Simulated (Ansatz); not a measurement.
Two structures, one formula

The two ends of one reaction step of AlSiH₅OF₂, closed shell (PBE0-D4/def2-TZVP).

A:

```
10
angstrom
Al -1.6673 -0.1241 0.0503
H -2.3875 -1.0225 1.1194
F -2.1528 -0.2730 -1.5324
F -1.1356 1.3905 0.5316
H 0.3158 -1.4000 -0.8207
O 0.1600 -0.7226 -0.1555
Si 1.4526 0.3659 0.1490
H 2.6533 -0.4467 -0.1666
H 1.3945 0.7054 1.5792
H 1.3671 1.5269 -0.7543
```

B:

```
10
angstrom
Al -1.4189 0.2707 -0.1481
H -1.7980 -1.8449 0.1584
F -2.1844 -0.1055 -1.5494
F -2.3232 0.8412 1.0938
H -1.4608 -1.6855 0.8166
O 0.2410 0.3465 -0.0802
Si 1.8587 0.5083 -0.0745
H 2.4872 -0.7102 -0.6488
H 2.3446 0.6903 1.3181
H 2.2537 1.6888 -0.8859
```

Program: Ansatz 0.2.0. Basis: def2-TZVPP. Cores are frozen in the correlated methods. B3LYP uses VWN-RPA correlation.

Q: Which structure is lower at CCSD(T), and by how much? (To be estimated.)

A: The calculation gives: B, by 0.374 eV (electronic energy, against the other). By their contacts, A is AlSiH₅OF₂ ([F][AlH]([F])[OH][SiH3]) and B is a complex of AlSiH₃OF₂ ([F][Al]([F])[O][SiH3]) + H₂.

All methods give the same order:

| method | E(B) − E(A) (eV) |
| --- | --- |
| SPW92 | -0.180 |
| PBE-D4 | -0.328 |
| BLYP-D4 | -0.405 |
| r2SCAN-D4 | -0.387 |
| B97M-V | -0.271 |
| PBE0-D4 | -0.303 |
| B3LYP-D4 | -0.372 |
| r2SCAN0-D4 | -0.354 |
| BHLYP-D4 | -0.332 |
| CAM-B3LYP-D4 | -0.328 |
| wB97X-V | -0.307 |
| wB97M-V | -0.309 |
| B2PLYP | -0.413 |
| PBE-QIDH | -0.350 |
| RPA on PBE | -0.347 |
| HF | -0.370 |
| MP2 | -0.449 |
| CCSD | -0.368 |
| CCSD(T) | -0.374 |

The T1 diagnostic stays at or below 0.012.

Labels in which every atom is bracketed show which atoms are joined, not bond orders.

For scale, one of the runs: CCSD(T)/def2-TZVPP, 247 basis functions, launched by `ansatz run in.yaml --threads 4 --pin off --events-out ev --progress --plain --max-ram 9574MiB`. Time: 2.6 min of wall clock on 4 CPU threads of an Arm Neoverse V1; the host was shared. Peak host memory: 5 GiB.
